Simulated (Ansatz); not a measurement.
Mulliken charges of FH$_{3}$NSn (`[NH2][SnH][F]`) radical from ωB97M-V/def2-TZVPP in Ansatz (PBE0-D4/def2-TZVP geometry).

| atom | x (Å) | y (Å) | z (Å) | charge (e) |
| --- | --- | --- | --- | --- |
| N1 | -0.572 | 0.219 | -0.844 | -0.463 |
| Sn2 | 0.196 | -0.532 | 0.883 | 0.815 |
| F3 | 2.076 | -0.369 | 0.453 | -0.501 |
| H4 | -0.046 | -0.062 | -1.665 | 0.131 |
| H5 | -1.553 | 0.032 | -1.017 | 0.111 |
| H6 | -0.058 | 0.648 | 2.144 | -0.094 |

Q: By hand: the dipole of these point charges (1 e Å = 4.8032 D).

A: Σ q r = (-0.788, -0.416, 0.351) e Å, of length 0.958 e Å = 4.60 D.

Q: How does the dipole of the full density compare? (Estimate.)

A: Computed: (-0.634, -0.274, -0.021) e Å, 3.32 D; the point charges give 1.39 times that, at 24° from its direction.

Point charges leave out the atoms' own dipoles, such as those of lone pairs, and Mulliken's split depends on the basis, so the two needn't agree.
